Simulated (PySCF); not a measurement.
**From computed data to an observable: oscillator strength and radiative lifetime**

H2OSe, SMILES O[SeH].

Geometry optimised at B3LYP-D3(BJ)/def2-TZVP.

PySCF with TDA-B3LYP/def2-TZVPD puts the first singlet state with f over 0.02 at 5.32 eV (vertical), with the transition dipole (-0.153, 0.459, 0.027) in atomic units.

Q: Find the oscillator strength, the wavelength and the radiative lifetime that this transition would have in vacuum if emission retraced absorption.

A: 
|μ|² = 0.2348 au, so |μ| = 1.23 D. ΔE = 5.32/27.211 = 0.1955 hartree. f = (2/3) ΔE |μ|² = 0.031 (the program prints 0.031).
λ = 1239.84/5.32 = 233 nm; ν = 42909 cm⁻¹.
Einstein's coefficient A = 0.6670 ν² f s⁻¹ (ν in cm⁻¹) = 3.8e7 s⁻¹, so τ = 1/A = 27 ns. This state is S2; the lower singlet has f = 0.002. The figure is the radiative limit of this one transition; relaxation, internal conversion, crossing to triplets and a medium change what is measured.
